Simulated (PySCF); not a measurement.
RbSb⁺ at r²SCAN

Computed with r²SCAN; PySCF, scalar-relativistic core potentials, basis sets Rb def2-SVP with ECP28, Sb def2-SVP with ECP28.

| Property | Result |
| --- | --- |
| state | ⁴Σ⁻ (quartet), unpaired electrons σ ↑, π ↑↑ |
| bond length | 4.075 Å |
| harmonic wavenumber | 38.2 cm⁻¹ |
| force constant | 0.0428 mdyn/Å |
| rotational constant Be | 0.02035 cm⁻¹ |
| anharmonicity ωexe | 0.464 cm⁻¹ |
| vibration–rotation constant αe | 0.000251 cm⁻¹ |
| well depth De to Rb⁺ + Sb | 0.11 eV |
| dissociation energy D0 | 0.11 eV |
| bond order (Mayer) | 0.12 |
| dipole moment (positive dipole points towards Sb; it is taken about the centre of mass and depends on that origin) | -9.98 D |

The bond is weak. Basis-set superposition, not corrected here, can be much of De in a small basis, most of all at correlated wavefunction levels. These are scalar-relativistic numbers at best; spin–orbit coupling would shift them, the dissociation energy most. For an ion De counts to the pair picked by the measured ionisation energies or electron affinities, which need not be the lowest pair at this level. The state is the lowest determinant that a PBE0 search found; another state may lie lower at other levels.
